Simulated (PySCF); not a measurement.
CH8GeSi, SMILES C[SiH2][GeH3].

The structure is a stationary point at B3LYP-D3(BJ)/def2-SVP. The structure was generated by enumeration, and PubChem lists no compound with its InChIKey, so it may never have been made.

Two levels are set side by side: TDA-PBE/def2-SVPD (PySCF) and TDA-B3LYP/def2-SVPD (PySCF). Vertical, same geometry. The lowest singlet is HOMO→LUMO 69 %, HOMO→LUMO+1 25 % with PBE and HOMO→LUMO 86 % with the other functional; states are paired by order. Differences are taken from unrounded values.

```tsv
quantity	TDA-B3LYP
lowest singlet excitation (eV)	6.85
lowest triplet excitation (TDA) (eV)	6.26
first bright state (f over 0.05) (eV)	7.05
its oscillator strength	0.16
```

Q: What does TDA-PBE give, and how far is it from TDA-B3LYP? (An estimate is asked for; the answer gives what the named calculation found.)

A: 
```json
[
 {"quantity": "lowest singlet excitation (eV)", "TDA-PBE": "6.51", "TDA-PBE minus TDA-B3LYP": "-0.34"},
 {"quantity": "lowest triplet excitation (TDA) (eV)", "TDA-PBE": "5.98", "TDA-PBE minus TDA-B3LYP": "-0.28"},
 {"quantity": "first bright state (f over 0.05) (eV)", "TDA-PBE": "6.73", "TDA-PBE minus TDA-B3LYP": "-0.32"},
 {"quantity": "its oscillator strength", "TDA-PBE": "0.13", "TDA-PBE minus TDA-B3LYP": "-0.03"}
]
```

Functionals without exact exchange tend to place singlet excitations lower, as here. Differences between two approximate levels are no errors against the true value.

Rough cost on one machine, each run with all the roots and properties that it gave: TDA-B3LYP against TDA-PBE within a factor of 2.
